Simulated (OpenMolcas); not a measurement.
**Ti3+: moving or changing the point charges**

Ti3+ among 5 point charges of -1 e arranged as a trigonal bipyramid (D3h), 1.8 Å from the ion, with the axial distance 1.602 Å.
```
   1.8000    0.0000    0.0000  -1.00
  -0.9000    1.5588    0.0000  -1.00
  -0.9000   -1.5588    0.0000  -1.00
   0.0000    0.0000    1.6020  -1.00
   0.0000    0.0000   -1.6020  -1.00
```

* Program: OpenMolcas 26.06
* Method: CASSCF
* Basis: ANO-RCC-VDZP [5s4p2d1f]
* Scalar Hamiltonian: DKH2, point nucleus
* Active space: 1 electron in 5 orbitals (3d)
* State averaging: 2S+1 = 2 even, 5 roots
* Spin-orbit coupling: RASSI with atomic mean-field integrals over the reference wave functions

Runs around this geometry, states (labels of D3, the rotations of D3h). Energies in cm-1 above the lowest state or level, χT in cm3 K/mol.

```tsv
R (Å)	q (e)	Axial / equatorial distance	Ground state	First state of that spin	First gap with spin-orbit (degeneracies)	χT at 300 K
1.8	-1	0.82	2E	2E 3771	287.6 (2, 2)	0.548
1.8	-0.65	0.89	2E	2E 1135	312.6 (2, 2)	0.552
1.7	-1	0.89	2E	2E 1894	289.2 (2, 2)	0.554
1.8	-1	0.89	2E	2E 1905	297.5 (2, 2)	0.550
1.95	-1	0.89	2E	2E 1840	304.9 (2, 2)	0.546
```

Scaling the charges by -0.65 / -1 = 0.65 scales the first state of the same spin by 1135 / 1905 = 0.60; with fixed orbitals a first-order splitting would follow the charge.

An orbital doublet at a regular site is open to a Jahn-Teller distortion, which this geometry leaves out. This is an electrostatic model: the charges have no orbitals. No measured value stands beside these numbers.
